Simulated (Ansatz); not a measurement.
`[CH3][In]([CH3])[O][SiH3]` + `CNC` → `C[N](C)[In]([CH3])[O][SiH3]` + CH₄  (ligand exchange at the In–C bond)

Gas-phase electronic energies from Ansatz, PBE0-D4/def2-TZVP geometries. CBS: MP2 limit from def2 TZ/QZ plus the TZ coupled-cluster correction, frozen cores. This one scheme is used for every species. Functionals use def2-TZVPP. def2 core potentials past Kr. For In outer-core shells are correlated without core-valence functions, which leaves a few kJ/mol of doubt a bond. One conformer a species, not always the lowest.

```
        level  ΔE (kJ/mol)
       r2SCAN        -26.0
HF/def2-TZVPP        -20.0
```

Task: What does CCSD(T)/CBS give? (An estimate is asked.)

Result: Computed: -33.9 kJ/mol. The listed levels differ from it by 7.9, 13.9 kJ/mol.

Largest T1 diagnostic among the species: 0.014.

Leaving LDA and LC-ωPBE aside and taking each functional with its dispersion term where it has one, the values, not all of them listed here, spread over 9.0 kJ/mol, from BLYP-D4 to HSE06-D4. LDA lies −8.0 kJ/mol from PBE without D4. At CCSD(T), def2-SVP lies −7.9 kJ/mol from the extrapolated value and def2-TZVPP +3.0 kJ/mol.

CCSD(T)/CBS has its own doubt, a few kJ/mol and more with outer-core shells, so smaller differences from it don't rank the levels.
